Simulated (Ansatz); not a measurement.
Other settings, tried on `CCC(C)CC(C)CC(C)C`.

```yaml
crystal:
  periodic: [false, false, false]
  atoms:
    - {symbol: C, position_ang: [-3.743745, 1.340340, 0.377737]}
    - {symbol: C, position_ang: [-3.298994, 0.305041, -0.657002]}
    - {symbol: C, position_ang: [-1.777430, 0.069962, -0.750084]}
    - {symbol: C, position_ang: [-1.455408, -0.857385, -1.928582]}
    - {symbol: C, position_ang: [-1.208372, -0.463658, 0.578742]}
    - {symbol: C, position_ang: [0.300635, -0.775713, 0.631528]}
    - {symbol: C, position_ang: [0.658572, -1.363836, 2.002489]}
    - {symbol: C, position_ang: [1.147326, 0.465516, 0.294844]}
    - {symbol: C, position_ang: [2.678174, 0.290561, 0.294440]}
    - {symbol: C, position_ang: [3.140910, -0.790916, -0.690136]}
    - {symbol: C, position_ang: [3.362820, 1.629924, -0.006242]}
    - {symbol: H, position_ang: [-4.836765, 1.518605, 0.321849]}
    - {symbol: H, position_ang: [-3.238843, 2.315967, 0.213475]}
    - {symbol: H, position_ang: [-3.518376, 1.022563, 1.415847]}
    - {symbol: H, position_ang: [-3.662045, 0.618453, -1.660566]}
    - {symbol: H, position_ang: [-3.797738, -0.669839, -0.450678]}
    - {symbol: H, position_ang: [-1.310832, 1.061352, -0.956941]}
    - {symbol: H, position_ang: [-1.856129, -1.878645, -1.750487]}
    - {symbol: H, position_ang: [-1.909648, -0.481305, -2.868339]}
    - {symbol: H, position_ang: [-0.365047, -0.953748, -2.103715]}
    - {symbol: H, position_ang: [-1.434723, 0.263169, 1.390326]}
    - {symbol: H, position_ang: [-1.766344, -1.391788, 0.843434]}
    - {symbol: H, position_ang: [0.510818, -1.557178, -0.132665]}
    - {symbol: H, position_ang: [0.520237, -0.608704, 2.806168]}
    - {symbol: H, position_ang: [0.009595, -2.230117, 2.246002]}
    - {symbol: H, position_ang: [1.709096, -1.713947, 2.052163]}
    - {symbol: H, position_ang: [0.881043, 1.274671, 1.013816]}
    - {symbol: H, position_ang: [0.851858, 0.849605, -0.707381]}
    - {symbol: H, position_ang: [2.992542, -0.021006, 1.316447]}
    - {symbol: H, position_ang: [4.247124, -0.874338, -0.703582]}
    - {symbol: H, position_ang: [2.812466, -0.549726, -1.724479]}
    - {symbol: H, position_ang: [2.736589, -1.792073, -0.438379]}
    - {symbol: H, position_ang: [3.097242, 1.990728, -1.023367]}
    - {symbol: H, position_ang: [3.055473, 2.414990, 0.715106]}
    - {symbol: H, position_ang: [4.467940, 1.542475, 0.038208]}
basis:
  gaussian: {orbitals: 6-31G}
magnetization: {spin_polarized: true, initial_magnetization: 0}
hamiltonian: {xc: {name: BHLYP}, dispersion: d3bj}
scf: {omitted_lower_state_checks: [starts]}
output: {forces: true}
```

```sh
$ ansatz run in.yaml --threads 4 --pin off --events-out ev --progress --plain --max-ram 6963MiB
```

It prints (some lines left out):

```
Functional definition: BHLYP
2165 factors; integrals over basis functions are off by at most 1.8e-4 eV
mean field evaluation 1: about -11778.9937 eV, gradient 4.3e1 eV
mean field evaluation 2: about -11782.2620 eV, gradient 3.5e1 eV
mean field evaluation 4: about -11788.4662 eV, gradient 1.0e0 eV
mean field evaluation 8: about -11788.4221 eV, gradient 1.3e-2 eV
mean field -11788.42208719 eV, -433.2165212248 hartree, gradient 2.3e-5 eV, S^2 0.000000; 0 other end points of the search recorded, 0 dependent functions left out
reference -11788.42230669 eV, -433.2165292913 hartree; 45, 45 occupied and 102, 102 virtual orbitals, 2165 factors
Total energy: -11789.56993197 eV, -433.2587037423 hartree
Atom 0 at    -3.743745     1.340340     0.377737 Å, force    -0.126411     0.445910     0.467439 eV/Å
Atom 1 at    -3.298994     0.305041    -0.657002 Å, force    -0.453985    -0.443780    -0.442476 eV/Å
Atom 2 at    -1.777430     0.069962    -0.750084 Å, force     0.326875     0.618744    -0.075825 eV/Å
Atom 3 at    -1.455408    -0.857385    -1.928582 Å, force     0.112095    -0.416705    -0.473644 eV/Å
Atom 4 at    -1.208372    -0.463658     0.578742 Å, force    -0.464894    -0.094478     0.626958 eV/Å
Atom 5 at     0.300635    -0.775713     0.631528 Å, force     0.170005    -0.458788    -0.530708 eV/Å
Atom 6 at     0.658572    -1.363836     2.002489 Å, force     0.134040    -0.206979     0.605249 eV/Å
Atom 7 at     1.147326     0.465516     0.294844 Å, force    -0.323138     0.678995    -0.189118 eV/Å
Atom 8 at     2.678174     0.290561     0.294440 Å, force     0.143159    -0.232098     0.622352 eV/Å
Atom 9 at     3.140910    -0.790916    -0.690136 Å, force     0.165199    -0.429356    -0.449884 eV/Å
Atom 10 at     3.362820     1.629924    -0.006242 Å, force     0.246777     0.555129    -0.186786 eV/Å
Atom 11 at    -4.836765     1.518605     0.321849 Å, force     0.715478    -0.136698     0.003879 eV/Å
Atom 12 at    -3.238843     2.315967     0.213475 Å, force    -0.312270    -0.649804     0.080546 eV/Å
Atom 13 at    -3.518376     1.022563     1.415847 Å, force    -0.139610     0.180504    -0.709908 eV/Å
Atom 14 at    -3.662045     0.618453    -1.660566 Å, force     0.247701    -0.172662     0.646055 eV/Å
Atom 15 at    -3.797738    -0.669839    -0.450678 Å, force     0.329299     0.626472    -0.098426 eV/Å
Atom 16 at    -1.310832     1.061352    -0.956941 Å, force    -0.298820    -0.643957     0.134918 eV/Å
Atom 17 at    -1.856129    -1.878645    -1.750487 Å, force     0.251292     0.667437    -0.086747 eV/Å
Atom 18 at    -1.909648    -0.481305    -2.868339 Å, force     0.284493    -0.219967     0.631814 eV/Å
Atom 19 at    -0.365047    -0.953748    -2.103715 Å, force    -0.726507     0.090875     0.151207 eV/Å
Atom 20 at    -1.434723     0.263169     1.390326 Å, force     0.166144    -0.443570    -0.539101 eV/Å
Atom 21 at    -1.766344    -1.391788     0.843434 Å, force     0.367638     0.566220    -0.191324 eV/Å
Atom 22 at     0.510818    -1.557178    -0.132665 Å, force    -0.132105     0.512018     0.505023 eV/Å
Atom 23 at     0.520237    -0.608704     2.806168 Å, force     0.083758    -0.465920    -0.539323 eV/Å
Atom 24 at     0.009595    -2.230117     2.246002 Å, force     0.408238     0.568723    -0.188993 eV/Å
Atom 25 at     1.709096    -1.713947     2.052163 Å, force    -0.697877     0.249355    -0.082557 eV/Å
Atom 26 at     0.881043     1.274671     1.013816 Å, force     0.186223    -0.526843    -0.421650 eV/Å
Atom 27 at     0.851858     0.849605    -0.707381 Å, force     0.199069    -0.287151     0.629430 eV/Å
Atom 28 at     2.992542    -0.021006     1.316447 Å, force    -0.202976     0.199360    -0.664542 eV/Å
Atom 29 at     4.247124    -0.874338    -0.703582 Å, force    -0.722781     0.084478     0.031244 eV/Å
Atom 30 at     2.812466    -0.549726    -1.724479 Å, force     0.199525    -0.126175     0.678801 eV/Å
Atom 31 at     2.736589    -1.792073    -0.438379 Å, force     0.250328     0.687838    -0.127472 eV/Å
Atom 32 at     3.097242     1.990728    -1.023367 Å, force     0.159190    -0.259006     0.653192 eV/Å
Atom 33 at     3.055473     2.414990     0.715106 Å, force     0.188018    -0.539799    -0.451081 eV/Å
Atom 34 at     4.467940     1.542475     0.038208 Å, force    -0.733170     0.021677    -0.018541 eV/Å
Dipole moment:     0.002362    -0.001614     0.002005 e Å
Checks for a lower state left out: starts
```

Hardware: 4 threads of Arm Neoverse V2 on a shared host. Wall time 9 s, peak host memory 0.87 GiB.
